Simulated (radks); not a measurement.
The numbers below are computed, except where a source is named.
Ionisation of the palladium ion Pd+, [Kr] 4d9, to Pd2+, [Kr] 4d8, under several functionals. Dirac Kohn-Sham, spin-unpolarised, spherical densities, finite nucleus; open shells fill j = l - 1/2 first; a radial shooting solver on a logarithmic mesh with Libxc functionals.

functional         E(Pd+) (hartree)  Exc (hartree)  IE (eV)  -e(HOMO) (eV)  <r> HOMO (bohr)  IE error (eV)
PBE                     -5046.51547     -143.90017   20.590         14.406            1.471         +1.160
PW91                    -5047.31862     -144.71547   20.666         14.479            1.471         +1.236
revPBE                  -5046.73965     -144.13385   20.502         14.314            1.469         +1.072
exchange-only LDA       -5037.44141     -134.67914   19.393         13.298            1.486         -0.037
AM05                    -5041.97532     -139.30181   20.571         14.387            1.469         +1.141
exchange-only B88       -5044.80253     -142.14591   19.511         13.400            1.483         +0.081

NIST Atomic Spectra Database: 19.4 eV (semi-empirical). Closest: exchange-only LDA. The Delta-SCF values span 1.27 eV, the total energies 9.88 hartree. The highest occupied level is 4d5/2. Spin polarisation and multiplet splitting are left out, so open shells lie too high by an amount that depends on their filling.

Beside tabulated values, note that spin-unpolarised runs miss the spin-polarisation part of the exchange energy of open shells.
